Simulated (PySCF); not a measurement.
# Radial density of Mg²⁺ (magnesium, charge +2)

UHF, [Ne], closed-shell 1S. Computed with PySCF 2.14 in aug-cc-pVDZ (5s4p2d, 27 functions), with no relativity, point nucleus.

| r (bohr) | 4πr²ρ (e/bohr) |
| --- | --- |
| 0.00208 | 0.05637 |
| 0.00350 | 0.1547 |
| 0.00589 | 0.4122 |
| 0.00990 | 1.061 |
| 0.0167 | 2.551 |
| 0.0280 | 5.510 |
| 0.0471 | 9.904 |
| 0.0793 | 13.22 |
| 0.133 | 11.28 |
| 0.224 | 7.416 |
| 0.377 | 9.816 |
| 0.634 | 10.09 |
| 1.07 | 3.516 |
| 1.79 | 0.2682 |
| 3.02 | 0.001257 |
